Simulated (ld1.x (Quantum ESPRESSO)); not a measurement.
## Plane-wave convergence, TM potential for Pb

Pb, norm-conserving Troullier–Martins (Kleinman–Bylander form), made with ld1.x (Quantum ESPRESSO) 7.5 (PBE, scalar-relativistic). Core [Xe] 4f14 5d10, reference 6s1.5 6p2.5. Waves: 6s (bound): rc 2.34 bohr; 6p (bound): rc 2.90 bohr. Local part: all-electron potential smoothed inside 1.80 bohr (lloc = -1). Core correction: none.

The pseudo-atom Hamiltonian at the reference potential is diagonalised in spherical Bessel functions j_l(qr) that vanish at 20 bohr, with q² up to the cutoff. All-electron valence levels (Ry): 6s -0.9266, 6p -0.2842.

How do the lowest levels (Ry) of each channel move with the cutoff, and are there ghosts?

```json
{"cutoff (Ry)": "8", "s #1": "-0.9108", "s #2": "-0.0622", "p #1": "-0.2820", "p #2": "0.0205", "d #1": "-0.1220", "f #1": "0.1034", "Σ f·Δε (mRy)": "29.4"}
{"cutoff (Ry)": "10", "s #1": "-0.9291", "s #2": "-0.5702", "p #1": "-0.2834", "p #2": "0.0205", "d #1": "-0.1996", "f #1": "0.1034", "Σ f·Δε (mRy)": "5.8"}
{"cutoff (Ry)": "15", "s #1": "-2.0734", "s #2": "-0.9139", "p #1": "-0.2841", "p #2": "0.0204", "d #1": "-0.3411", "f #1": "0.1033", "Σ f·Δε (mRy)": "19.4"}
{"cutoff (Ry)": "18", "s #1": "-2.8326", "s #2": "-0.9214", "p #1": "-0.2841", "p #2": "0.0204", "d #1": "-0.4124", "f #1": "0.1033", "Σ f·Δε (mRy)": "8.2"}
{"cutoff (Ry)": "21", "s #1": "-3.1423", "s #2": "-0.9242", "p #1": "-0.2842", "p #2": "0.0204", "d #1": "-0.4425", "f #1": "0.1033", "Σ f·Δε (mRy)": "3.8"}
{"cutoff (Ry)": "25", "s #1": "-3.3283", "s #2": "-0.9257", "p #1": "-0.2842", "p #2": "0.0203", "d #1": "-0.4615", "f #1": "0.1033", "Σ f·Δε (mRy)": "1.5"}
{"cutoff (Ry)": "35", "s #1": "-3.4965", "s #2": "-0.9263", "p #1": "-0.2842", "p #2": "0.0203", "d #1": "-0.4821", "f #1": "0.1033", "Σ f·Δε (mRy)": "0.5"}
{"cutoff (Ry)": "40", "s #1": "-3.5057", "s #2": "-0.9265", "p #1": "-0.2842", "p #2": "0.0203", "d #1": "-0.4841", "f #1": "0.1033", "Σ f·Δε (mRy)": "0.3"}
{"cutoff (Ry)": "400", "s #1": "-3.5088", "s #2": "-0.9266", "p #1": "-0.2842", "p #2": "0.0203", "d #1": "-0.4849", "f #1": "0.1033", "Σ f·Δε (mRy)": "0.0"}
```

Result: ghost states, extra bound levels that the all-electron valence spectrum of the same l lacks: s at -47.7 eV, d at -6.6 eV (a true bound ghost makes a file unfit for plane-wave use); 10 mRy is reached at 18 Ry and 1 mRy at 30 Ry.
